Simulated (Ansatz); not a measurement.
Compare A (`C=C=C[SiH2]C`) with its isomer B (`CC#CC[SiH3]`).

Isolated molecules relaxed with PBE0-D4/def2-TZVP in Ansatz; ΔE leaves out vibrations. CBS: MP2 limit from def2 TZ/QZ plus the TZ coupled-cluster correction, frozen cores. DFT in def2-TZVPP. B3LYP here is the variant with VWN-RPA as its local correlation; programs differ in this. One conformer a species, not always the lowest.

A:

```xyz
13

C     2.392   -0.587   -0.037
C     1.503    0.359   -0.138
C     0.579    1.269   -0.232
Si   -1.229    0.836   -0.073
C    -1.450   -0.988    0.241
H     2.826   -0.847    0.922
H     2.733   -1.130   -0.911
H     0.879    2.301   -0.407
H    -1.931    1.247   -1.322
H    -1.815    1.638    1.039
H    -2.510   -1.235    0.333
H    -1.030   -1.576   -0.578
H    -0.947   -1.286    1.163
```

B:

```xyz
13

C    -1.220    0.196   -2.494
C    -0.323    0.170   -1.354
C     0.432    0.152   -0.418
C     1.287    0.113    0.750
Si    0.285   -0.335    2.289
H    -0.894   -0.507   -3.266
H    -1.254    1.192   -2.943
H    -2.238   -0.075   -2.203
H     2.088   -0.623    0.625
H     1.770    1.082    0.915
H    -0.338   -1.671    2.111
H    -0.776    0.679    2.511
H     1.181   -0.370    3.477
```

Which is lower in electronic energy at CCSD(T)/CBS, and by how much? (Estimate.)

Computed: A, by 38.3 kJ/mol.

Give E(B) − E(A) in kJ/mol with B3LYP-D4, B3LYP, PBE-D4, CCSD(T)/def2-TZVPP, CCSD/def2-TZVPP, MP2/def2-TZVPP, HF/def2-TZVPP. (Best estimate.)

The calculation gave: B3LYP-D4 48.0, B3LYP 43.9, PBE-D4 50.4, CCSD(T)/def2-TZVPP 37.5, CCSD/def2-TZVPP 35.0, MP2/def2-TZVPP 26.1, HF/def2-TZVPP 28.9. None reverses the order clearly.

Largest T1 diagnostic: 0.012.

From PBE to PBE0 (25 % exact exchange), in def2-TZVPP and without D4, E(B) − E(A) moves by −4.9 kJ/mol. The D4 term adds +4.1 kJ/mol with B3LYP and +2.3 kJ/mol with PBE0; it sums over pairs of atoms, weighted by their polarisabilities, and B3LYP, whose exchange is more repulsive, gets the larger term.
